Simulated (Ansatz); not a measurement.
Breaking the Ga1–H2 bond in GaH3Se (SMILES [GaH2][SeH]) (multiplicity 1 held, fragments rigid). Energies count from the point at 1.561 Å.
Geometry at that point (charge 0, multiplicity 1):
```xyz
5

Ga     0.275     0.011    -1.153
H     -0.804    -0.576    -2.117
H      1.662     0.604    -1.556
Se    -0.304    -0.028     1.114
H      0.957     0.590     1.552
```

Restricted levels (R-, RO-) in cc, def2 and unpolarised 6-31G sets keep to the state of the molecule at rest. U- levels take the lowest unrestricted solution at each point, which mixes spins at long bonds. Active spaces are followed from a long bond inwards. Levels need not reach the same state.

Cores are frozen in the correlated methods. Filled d and f shells under p-block atoms count as core.

Run with Ansatz (a first-principles code) with Gaussian orbitals. Each number belongs to the level named beside it.

Energies in kJ/mol.

```json
[
 {"R (Å)": "1.249", "R-MP2/cc-pVDZ": "120", "U-SCS-MP2/cc-pVDZ": "120", "R-CCSD(T)/cc-pVDZ": "122", "R-CCSDT(Q)/cc-pVDZ": "122", "FIC-MRCISD+Q on CASSCF(2,2)/cc-pVDZ": "121"},
 {"R (Å)": "1.405", "R-MP2/cc-pVDZ": "25", "U-SCS-MP2/cc-pVDZ": "25", "R-CCSD(T)/cc-pVDZ": "26", "R-CCSDT(Q)/cc-pVDZ": "26", "FIC-MRCISD+Q on CASSCF(2,2)/cc-pVDZ": "26"},
 {"R (Å)": "1.561", "R-MP2/cc-pVDZ": "0", "U-SCS-MP2/cc-pVDZ": "0", "R-CCSD(T)/cc-pVDZ": "0", "R-CCSDT(Q)/cc-pVDZ": "0", "FIC-MRCISD+Q on CASSCF(2,2)/cc-pVDZ": "0"},
 {"R (Å)": "1.717", "R-MP2/cc-pVDZ": "13", "U-SCS-MP2/cc-pVDZ": "13", "R-CCSD(T)/cc-pVDZ": "11", "R-CCSDT(Q)/cc-pVDZ": "11", "FIC-MRCISD+Q on CASSCF(2,2)/cc-pVDZ": "11"},
 {"R (Å)": "1.873", "R-MP2/cc-pVDZ": "45", "U-SCS-MP2/cc-pVDZ": "45", "R-CCSD(T)/cc-pVDZ": "41", "R-CCSDT(Q)/cc-pVDZ": "41", "FIC-MRCISD+Q on CASSCF(2,2)/cc-pVDZ": "41"},
 {"R (Å)": "2.108", "R-MP2/cc-pVDZ": "110", "U-SCS-MP2/cc-pVDZ": "108", "R-CCSD(T)/cc-pVDZ": "100", "R-CCSDT(Q)/cc-pVDZ": "99", "FIC-MRCISD+Q on CASSCF(2,2)/cc-pVDZ": "100"},
 {"R (Å)": "2.342", "R-MP2/cc-pVDZ": "178", "U-SCS-MP2/cc-pVDZ": "197", "R-CCSD(T)/cc-pVDZ": "160", "R-CCSDT(Q)/cc-pVDZ": "159", "FIC-MRCISD+Q on CASSCF(2,2)/cc-pVDZ": "160"},
 {"R (Å)": "2.732", "R-MP2/cc-pVDZ": "280", "U-SCS-MP2/cc-pVDZ": "287", "R-CCSD(T)/cc-pVDZ": "241", "R-CCSDT(Q)/cc-pVDZ": "239", "FIC-MRCISD+Q on CASSCF(2,2)/cc-pVDZ": "241"},
 {"R (Å)": "3.122", "R-MP2/cc-pVDZ": "359", "U-SCS-MP2/cc-pVDZ": "317", "R-CCSD(T)/cc-pVDZ": "291", "R-CCSDT(Q)/cc-pVDZ": "290", "FIC-MRCISD+Q on CASSCF(2,2)/cc-pVDZ": "291"},
 {"R (Å)": "3.591", "R-MP2/cc-pVDZ": "425", "U-SCS-MP2/cc-pVDZ": "328", "R-CCSD(T)/cc-pVDZ": "315", "R-CCSDT(Q)/cc-pVDZ": "319", "FIC-MRCISD+Q on CASSCF(2,2)/cc-pVDZ": "321"},
 {"R (Å)": "4.215", "R-MP2/cc-pVDZ": "467", "U-SCS-MP2/cc-pVDZ": "331", "R-CCSD(T)/cc-pVDZ": "314", "R-CCSDT(Q)/cc-pVDZ": "331", "FIC-MRCISD+Q on CASSCF(2,2)/cc-pVDZ": "333"},
 {"R (Å)": "4.996", "R-MP2/cc-pVDZ": "463", "U-SCS-MP2/cc-pVDZ": "332", "R-CCSD(T)/cc-pVDZ": "303", "R-CCSDT(Q)/cc-pVDZ": "333", "FIC-MRCISD+Q on CASSCF(2,2)/cc-pVDZ": "336"}
]
```

Doubts at one or more of the structures used: a restricted determinant that unrestricted orbitals would lower (R-MP2/cc-pVDZ, R-CCSD(T)/cc-pVDZ, R-CCSDT(Q)/cc-pVDZ); a spin-contaminated determinant (U-SCS-MP2/cc-pVDZ); other coupled-cluster roots lie near (R-CCSD(T)/cc-pVDZ, R-CCSDT(Q)/cc-pVDZ); T1 above 0.05 (R-CCSD(T)/cc-pVDZ, R-CCSDT(Q)/cc-pVDZ).
